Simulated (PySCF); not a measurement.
Precursor series Sc NH2-Br. Isolated molecules, 0 K electronic values unless said otherwise. One relaxed conformer stands for each flexible species; it need not be the lowest.

Calculation: TPSSh-D3(BJ)/def2-TZVP // BP86-D3(BJ)/def2-SVP (PySCF 2.14.0). 

```
species                                     coordination number  charge on the central atom (meta-Löwdin) (e)
------------------------------------------  -------------------  --------------------------------------------
0 of 3 NH2 replaced by Br ([Sc(NH2)3])                        3                                          1.19
1 of 3 NH2 replaced by Br ([Sc(NH2)2(Br)])                    3                                          1.21
2 of 3 NH2 replaced by Br                                     3                                          1.22
3 of 3 NH2 replaced by Br ([Sc(Br)3])                         3                                          1.21
```
